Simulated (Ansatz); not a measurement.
A short molecular-dynamics run on `N=CNBCl`.

```yaml
crystal:
  periodic: [false, false, false]
  atoms:
    - {symbol: N, position_ang: [-0.228694, -0.381230, 1.644521]}
    - {symbol: C, position_ang: [0.566049, 0.186298, 0.847540]}
    - {symbol: N, position_ang: [0.355413, 0.266911, -0.524252]}
    - {symbol: B, position_ang: [-0.677944, -0.196026, -1.367037]}
    - {symbol: Cl, position_ang: [-2.082290, -1.070497, -0.826080]}
    - {symbol: H, position_ang: [0.125403, -0.318566, 2.594226]}
    - {symbol: H, position_ang: [1.501401, 0.673718, 1.146564]}
    - {symbol: H, position_ang: [1.096411, 0.756610, -1.000976]}
    - {symbol: H, position_ang: [-0.567350, 0.036481, -2.531506]}
basis:
  gaussian: {orbitals: def2-SVP}
magnetization: {spin_polarized: true, initial_magnetization: 0}
hamiltonian: {xc: {name: PBE}, dispersion: d4}
md: {timestep: 2 fs, n_steps: 50, ensemble: nve, temperature: 300, initial_velocities: maxwell_boltzmann, seed: 627}
```

```sh
$ ansatz run in.yaml --threads 2 --pin off --events-out ev --progress --plain --max-ram 4352MiB
```

```tsv
step	time (fs)	potential energy (eV)	kinetic (eV)	T (K)	conserved (eV)
0	0.0	-17264.3488	0.2714	300	-17264.0773
1	2.0	-17264.2843	0.2277	252	-17264.0566
2	4.0	-17264.2609	0.1964	217	-17264.0645
3	6.0	-17264.2174	0.1590	176	-17264.0584
4	8.0	-17264.2462	0.1799	199	-17264.0663
5	10.0	-17264.2378	0.1799	199	-17264.0579
6	12.0	-17264.2662	0.2043	226	-17264.0620
7	14.0	-17264.3098	0.2357	261	-17264.0741
8	16.0	-17264.2257	0.1765	195	-17264.0492
9	18.0	-17264.2430	0.1702	188	-17264.0729
10	20.0	-17264.1764	0.1234	136	-17264.0530
11	22.0	-17264.1917	0.1258	139	-17264.0659
12	24.0	-17264.1739	0.1231	136	-17264.0508
13	26.0	-17264.2770	0.1997	221	-17264.0773
14	28.0	-17264.2308	0.1756	194	-17264.0552
15	30.0	-17264.2370	0.1718	190	-17264.0652
16	32.0	-17264.2303	0.1623	179	-17264.0680
17	34.0	-17264.1834	0.1274	141	-17264.0560
18	36.0	-17264.2026	0.1339	148	-17264.0687
19	38.0	-17264.1717	0.1184	131	-17264.0533
20	40.0	-17264.2198	0.1464	162	-17264.0734
21	42.0	-17264.1512	0.1059	117	-17264.0453
22	44.0	-17264.2398	0.1661	184	-17264.0736
23	46.0	-17264.2128	0.1539	170	-17264.0589
24	48.0	-17264.2024	0.1359	150	-17264.0665
25	50.0	-17264.1626	0.1043	115	-17264.0583
26	52.0	-17264.1798	0.1128	125	-17264.0670
27	54.0	-17264.1680	0.1043	115	-17264.0637
28	56.0	-17264.1654	0.1116	123	-17264.0538
29	58.0	-17264.2437	0.1651	182	-17264.0786
30	60.0	-17264.1591	0.1102	122	-17264.0489
31	62.0	-17264.1986	0.1281	142	-17264.0705
32	64.0	-17264.1467	0.0926	102	-17264.0541
33	66.0	-17264.1580	0.0871	96	-17264.0708
34	68.0	-17264.0981	0.0489	54	-17264.0493
35	70.0	-17264.1616	0.0933	103	-17264.0683
36	72.0	-17264.1818	0.1176	130	-17264.0641
37	74.0	-17264.1991	0.1395	154	-17264.0595
38	76.0	-17264.2267	0.1560	172	-17264.0706
39	78.0	-17264.1679	0.1105	122	-17264.0575
40	80.0	-17264.1738	0.1096	121	-17264.0642
41	82.0	-17264.1647	0.1132	125	-17264.0515
42	84.0	-17264.2528	0.1743	193	-17264.0785
43	86.0	-17264.2026	0.1526	169	-17264.0500
44	88.0	-17264.2479	0.1787	198	-17264.0692
45	90.0	-17264.2129	0.1513	167	-17264.0615
46	92.0	-17264.1972	0.1374	152	-17264.0599
47	94.0	-17264.2007	0.1416	156	-17264.0592
48	96.0	-17264.2097	0.1446	160	-17264.0651
49	98.0	-17264.2127	0.1522	168	-17264.0606
50	100.0	-17264.2389	0.1819	201	-17264.0570
```

Velocities are drawn at the set temperature; a run this short doesn't reach equilibrium.

Frames (Å, forces in eV/Å):

```xyz
9
time=0.0 fs
N    -0.229   -0.381    1.645   -1.009   -0.607    0.233
C     0.566    0.186    0.848    0.260    0.200   -0.360
N     0.355    0.267   -0.524   -0.176   -0.113    0.084
B    -0.678   -0.196   -1.367   -0.155   -0.091    0.024
Cl   -2.082   -1.070   -0.826   -0.288   -0.182    0.125
H     0.125   -0.319    2.594    0.216    0.037    0.581
H     1.501    0.674    1.147    0.608    0.325    0.143
H     1.096    0.757   -1.001    0.489    0.323   -0.316
H    -0.567    0.036   -2.532    0.056    0.106   -0.514
9
time=4.0 fs
N    -0.215   -0.374    1.670   -0.291   -0.369    1.386
C     0.567    0.178    0.850    1.131    0.891   -0.237
N     0.348    0.263   -0.506    1.012    0.567   -1.815
B    -0.667   -0.182   -1.372   -1.027   -0.360   -1.148
Cl   -2.091   -1.076   -0.838    0.050    0.025    0.131
H     0.215   -0.243    2.611   -0.377   -0.221   -0.243
H     1.525    0.716    1.079   -0.093   -0.191    0.370
H     1.141    0.724   -1.020   -0.797   -0.383    0.619
H    -0.652    0.027   -2.612    0.391    0.041    0.936
9
time=8.0 fs
N    -0.204   -0.370    1.708    0.791    0.418    0.199
C     0.580    0.179    0.850    0.261    0.395    0.762
N     0.348    0.264   -0.505   -1.022   -0.684   -0.729
B    -0.670   -0.172   -1.391   -1.096   -0.633    0.404
Cl   -2.099   -1.080   -0.850    0.249    0.165    0.086
H     0.262   -0.198    2.626   -0.420   -0.288   -0.186
H     1.545    0.734    1.067   -0.395   -0.404    0.310
H     1.120    0.665   -0.982    1.123    0.764   -0.689
H    -0.680    0.028   -2.577    0.508    0.267   -0.158
9
time=12.0 fs
N    -0.187   -0.363    1.745    0.626    0.569   -1.639
C     0.595    0.184    0.858   -1.532   -0.679    0.822
N     0.342    0.260   -0.514    1.318    0.369   -1.009
B    -0.688   -0.172   -1.405   -0.435   -0.422    1.037
Cl   -2.106   -1.085   -0.861    0.224    0.184    0.014
H     0.262   -0.189    2.643    0.151   -0.067    0.650
H     1.524    0.703    1.104    0.664    0.264    0.229
H     1.188    0.679   -1.001   -1.294   -0.439    0.518
H    -0.632    0.067   -2.563    0.277    0.222   -0.623
9
time=16.0 fs
N    -0.163   -0.349    1.768    0.330    0.273    0.249
C     0.594    0.184    0.877    0.264    0.260    0.173
N     0.346    0.257   -0.532   -1.498   -1.134    1.777
B    -0.711   -0.177   -1.406    0.642    0.373   -0.454
Cl   -2.112   -1.088   -0.873    0.061    0.115   -0.026
H     0.272   -0.195    2.727   -0.420   -0.217   -1.147
H     1.570    0.694    1.165   -0.460   -0.218   -0.509
H     1.126    0.660   -0.977    1.336    0.879   -0.983
H    -0.547    0.134   -2.621   -0.254   -0.332    0.920
9
time=20.0 fs
N    -0.136   -0.333    1.789   -1.652   -0.589   -1.740
C     0.595    0.185    0.898    0.552    0.359   -1.226
N     0.342    0.246   -0.535    0.797    0.267    0.770
B    -0.726   -0.177   -1.411    1.151    0.412    0.445
Cl   -2.118   -1.091   -0.884   -0.081    0.043   -0.045
H     0.244   -0.226    2.700    0.784    0.211    1.399
H     1.568    0.663    1.160    0.128    0.158   -0.350
H     1.155    0.715   -1.037   -1.239   -0.626    0.770
H    -0.496    0.157   -2.564   -0.439   -0.236   -0.024
9
time=24.0 fs
N    -0.125   -0.323    1.798   -0.573   -0.378    1.132
C     0.603    0.191    0.903    0.481    0.191   -1.525
N     0.342    0.236   -0.527   -1.655   -0.965    1.925
B    -0.726   -0.172   -1.409    0.745   -0.079    1.583
Cl   -2.124   -1.094   -0.896   -0.017    0.078   -0.055
H     0.291   -0.236    2.778   -0.321    0.023   -1.444
H     1.584    0.655    1.104    0.382    0.276    0.006
H     1.060    0.712   -1.018    1.182    0.752   -0.535
H    -0.507    0.148   -2.518   -0.225    0.103   -1.087
9
time=28.0 fs
N    -0.120   -0.316    1.814   -0.362    0.205   -2.518
C     0.617    0.199    0.891    0.291   -0.212    0.136
N     0.330    0.220   -0.503    0.780    0.928   -0.117
B    -0.715   -0.168   -1.389    0.004   -0.107   -0.555
Cl   -2.130   -1.096   -0.907    0.099    0.112    0.025
H     0.317   -0.238    2.707    0.755    0.232    1.301
H     1.643    0.681    1.045   -0.685   -0.283    0.141
H     1.061    0.770   -1.028   -0.705   -0.659    0.729
H    -0.557    0.145   -2.598   -0.178   -0.216    0.858
9
time=32.0 fs
N    -0.117   -0.307    1.811    1.417    0.588   -0.091
C     0.634    0.205    0.880   -1.144   -0.977    1.031
N     0.323    0.210   -0.477   -0.220    0.333   -0.253
B    -0.704   -0.165   -1.374   -0.836   -0.577   -0.310
Cl   -2.136   -1.098   -0.919    0.181    0.106    0.143
H     0.410   -0.213    2.732   -0.645   -0.030   -1.014
H     1.622    0.675    1.010    0.361    0.151    0.423
H     1.007    0.766   -0.965    0.652    0.339   -0.431
H    -0.629    0.116   -2.572    0.235    0.067    0.503
9
time=36.0 fs
N    -0.102   -0.293    1.803    0.095   -0.043   -0.463
C     0.638    0.199    0.881   -0.165   -0.273    0.735
N     0.315    0.206   -0.456    0.840    1.194   -1.613
B    -0.704   -0.171   -1.361   -0.915   -0.840    1.236
Cl   -2.141   -1.100   -0.930    0.066   -0.030    0.285
H     0.435   -0.188    2.663    0.019    0.006    0.703
H     1.635    0.682    1.034   -0.061   -0.088    0.185
H     1.022    0.790   -0.946   -0.345   -0.442    0.079
H    -0.667    0.101   -2.492    0.465    0.516   -1.146
9
time=40.0 fs
N    -0.085   -0.279    1.792   -0.852   -0.866    1.957
C     0.641    0.189    0.890    1.426    0.866   -0.607
N     0.314    0.213   -0.450    0.531    0.700   -1.162
B    -0.717   -0.187   -1.336   -0.227    0.167   -0.828
Cl   -2.145   -1.102   -0.940   -0.205   -0.242    0.395
H     0.451   -0.164    2.676   -0.476   -0.149   -0.051
H     1.645    0.680    1.085   -0.359   -0.230   -0.225
H     1.020    0.777   -0.938   -0.065   -0.152   -0.169
H    -0.639    0.151   -2.534    0.228   -0.094    0.692
9
time=44.0 fs
N    -0.077   -0.274    1.799   -0.892   -0.746    1.531
C     0.658    0.189    0.893   -0.035    0.249   -0.608
N     0.318    0.226   -0.455    0.192    0.125   -0.384
B    -0.733   -0.201   -1.320    0.671    0.817   -0.908
Cl   -2.151   -1.104   -0.948   -0.467   -0.411    0.440
H     0.416   -0.158    2.708   -0.310   -0.126   -0.294
H     1.621    0.652    1.108    0.870    0.381   -0.157
H     1.025    0.752   -0.968    0.097    0.030   -0.193
H    -0.577    0.191   -2.496   -0.124   -0.319    0.571
9
time=48.0 fs
N    -0.080   -0.277    1.818   -0.202    0.045   -1.322
C     0.678    0.194    0.889   -0.124    0.078    0.969
N     0.323    0.241   -0.465    0.751    0.216   -0.153
B    -0.740   -0.205   -1.315    0.777    0.486    0.771
Cl   -2.159   -1.109   -0.954   -0.433   -0.371    0.410
H     0.350   -0.167    2.732    0.415    0.042    0.471
H     1.691    0.664    1.101   -0.465   -0.226   -0.324
H     1.049    0.737   -1.028   -0.556   -0.394    0.530
H    -0.530    0.191   -2.394   -0.162    0.124   -1.351
9
time=52.0 fs
N    -0.084   -0.280    1.827    1.050    0.661   -0.487
C     0.694    0.198    0.897   -0.962   -0.344    0.840
N     0.334    0.255   -0.473   -0.675   -0.863    1.396
B    -0.736   -0.201   -1.304    0.670    0.725   -0.736
Cl   -2.168   -1.115   -0.958   -0.120   -0.147    0.382
H     0.334   -0.173    2.798   -0.147   -0.096   -1.238
H     1.711    0.651    1.052   -0.223   -0.112    0.091
H     1.033    0.691   -1.042    0.814    0.528   -0.356
H    -0.512    0.196   -2.450   -0.408   -0.352    0.107
9
time=56.0 fs
N    -0.080   -0.276    1.827   -0.123    0.340   -2.318
C     0.699    0.199    0.914   -1.304   -0.441   -0.452
N     0.340    0.263   -0.470    0.906    0.124    0.145
B    -0.723   -0.187   -1.301    0.003    0.304   -1.312
Cl   -2.178   -1.121   -0.961    0.331    0.165    0.378
H     0.319   -0.188    2.737    0.799    0.092    1.271
H     1.707    0.626    1.017    0.452    0.171    0.496
H     1.093    0.697   -1.074   -0.850   -0.436    0.989
H    -0.551    0.155   -2.505   -0.215   -0.318    0.804
9
time=60.0 fs
N    -0.074   -0.268    1.809   -0.223   -0.274    1.953
C     0.689    0.195    0.925    1.188    0.705   -1.715
N     0.352    0.270   -0.462   -1.446   -1.015    1.234
B    -0.709   -0.170   -1.314   -0.606   -0.619    0.788
Cl   -2.187   -1.127   -0.962    0.706    0.438    0.396
H     0.383   -0.197    2.771   -0.520   -0.131   -1.250
H     1.746    0.616    1.051   -0.692   -0.263    0.204
H     1.080    0.668   -0.999    1.278    0.799   -0.765
H    -0.619    0.072   -2.463    0.316    0.359   -0.845
9
time=64.0 fs
N    -0.072   -0.264    1.806   -1.423   -0.462   -0.649
C     0.692    0.198    0.916   -0.081   -0.035   -0.779
N     0.356    0.269   -0.446    0.993    0.559   -1.230
B    -0.704   -0.160   -1.319   -0.590   -0.692    0.188
Cl   -2.192   -1.131   -0.962    0.914    0.604    0.394
H     0.399   -0.222    2.683    0.614    0.021    1.498
H     1.707    0.577    1.116    0.442    0.232   -0.077
H     1.167    0.709   -0.977   -1.288   -0.562    0.572
H    -0.644    0.034   -2.515    0.420    0.334    0.083
9
time=68.0 fs
N    -0.082   -0.263    1.804    0.394   -0.156    0.981
C     0.694    0.202    0.898   -0.256   -0.470    1.308
N     0.365    0.272   -0.440   -1.676   -0.708   -0.404
B    -0.707   -0.160   -1.322   -0.204   -0.467   -0.456
Cl   -2.194   -1.133   -0.959    1.041    0.702    0.301
H     0.458   -0.247    2.720   -0.744    0.029   -0.934
H     1.715    0.566    1.167    0.062    0.125   -0.552
H     1.121    0.699   -0.908    1.152    0.814   -1.281
H    -0.608    0.047   -2.561    0.231    0.132    1.038
9
time=72.0 fs
N    -0.090   -0.265    1.807    0.002    0.062   -1.102
C     0.694    0.200    0.896   -0.108   -0.397    1.401
N     0.364    0.271   -0.443    0.357    0.561   -1.781
B    -0.713   -0.167   -1.328    0.155   -0.412    1.131
Cl   -2.191   -1.131   -0.956    0.981    0.656    0.168
H     0.436   -0.267    2.675    0.174    0.060    0.753
H     1.735    0.574    1.141   -0.421   -0.107   -0.431
H     1.149    0.755   -0.965   -1.171   -0.640    0.440
H    -0.536    0.084   -2.476    0.030    0.218   -0.578
9
time=76.0 fs
N    -0.097   -0.266    1.802    0.348   -0.150    0.422
C     0.691    0.192    0.909   -0.578   -0.170   -0.777
N     0.362    0.273   -0.461   -1.662   -0.901    0.667
B    -0.717   -0.179   -1.321    0.497    0.066    0.470
Cl   -2.184   -1.127   -0.951    0.794    0.498    0.099
H     0.421   -0.279    2.710   -0.376    0.090   -0.356
H     1.711    0.572    1.056    0.529    0.145    0.335
H     1.060    0.750   -0.993    0.847    0.535   -0.524
H    -0.462    0.149   -2.455   -0.399   -0.113   -0.336
9
time=80.0 fs
N    -0.102   -0.269    1.799   -0.027   -0.239    0.517
C     0.683    0.183    0.913    0.653    0.514   -1.603
N     0.346    0.269   -0.476    0.249    0.148    0.493
B    -0.714   -0.190   -1.307    0.334    0.505   -1.181
Cl   -2.173   -1.120   -0.947    0.510    0.255    0.154
H     0.372   -0.277    2.725   -0.168    0.074   -0.310
H     1.738    0.582    1.015   -0.413   -0.226    0.462
H     1.042    0.789   -1.061   -0.446   -0.490    0.845
H    -0.447    0.197   -2.483   -0.692   -0.539    0.623
9
time=84.0 fs
N    -0.107   -0.274    1.799   -0.219    0.037   -0.985
C     0.681    0.180    0.899   -0.314   -0.015   -0.495
N     0.330    0.264   -0.483    0.266   -0.177    1.482
B    -0.707   -0.196   -1.309   -0.548    0.030   -0.432
Cl   -2.160   -1.113   -0.941    0.234    0.007    0.285
H     0.311   -0.263    2.726    0.412    0.071    0.377
H     1.721    0.566    1.041   -0.063   -0.014    0.217
H     1.000    0.786   -1.039    0.436    0.147    0.077
H    -0.530    0.171   -2.437   -0.203   -0.087   -0.525
9
time=88.0 fs
N    -0.115   -0.279    1.789    0.294    0.128    0.229
C     0.675    0.176    0.878   -0.853   -0.452    1.119
N     0.317    0.257   -0.474    1.133    0.453    0.269
B    -0.707   -0.200   -1.316   -0.709    0.031   -0.336
Cl   -2.146   -1.105   -0.934   -0.141   -0.301    0.505
H     0.303   -0.241    2.762   -0.124    0.007   -1.207
H     1.694    0.547    1.099    0.257    0.198   -0.221
H     1.018    0.801   -1.001   -0.133   -0.223    0.143
H    -0.645    0.130   -2.461    0.276    0.157   -0.502
9
time=92.0 fs
N    -0.121   -0.282    1.778   -0.953   -0.175   -1.499
C     0.659    0.167    0.871    0.113   -0.041    1.449
N     0.315    0.254   -0.462    0.845    0.495   -1.137
B    -0.717   -0.203   -1.330   -0.066    0.648   -1.157
Cl   -2.133   -1.099   -0.925   -0.532   -0.564    0.662
H     0.301   -0.215    2.678    0.757    0.007    1.312
H     1.694    0.554    1.123   -0.383   -0.039   -0.491
H     1.039    0.801   -0.960   -0.327   -0.306   -0.011
H    -0.718    0.108   -2.548    0.544   -0.025    0.871
9
time=96.0 fs
N    -0.135   -0.288    1.759   -0.294   -0.487    2.536
C     0.645    0.158    0.881    0.358    0.447   -0.592
N     0.319    0.254   -0.461   -0.549   -0.278   -1.361
B    -0.727   -0.198   -1.357    0.743    0.630    0.517
Cl   -2.122   -1.095   -0.913   -0.718   -0.626    0.623
H     0.368   -0.195    2.698   -0.775   -0.302   -1.109
H     1.653    0.560    1.082    0.381    0.151    0.028
H     1.042    0.776   -0.939    0.342    0.213   -0.472
H    -0.712    0.088   -2.527    0.510    0.251   -0.169
9
time=100.0 fs
N    -0.154   -0.298    1.761   -0.865   -0.397   -0.441
C     0.634    0.154    0.884    0.200    0.551   -1.277
N     0.319    0.253   -0.474    0.493    0.440   -1.593
B    -0.728   -0.184   -1.378    0.843    0.363    1.078
Cl   -2.114   -1.093   -0.899   -0.529   -0.392    0.343
H     0.352   -0.214    2.616    0.460   -0.102    1.708
H     1.655    0.583    1.041   -0.017   -0.120    0.332
H     1.080    0.773   -0.978   -0.790   -0.561    0.400
H    -0.630    0.104   -2.527    0.206    0.218   -0.550
```

It took 2.1 min on 2 threads of an Arm Neoverse V1 on a shared host, with 0.45 GiB of host memory at the peak.
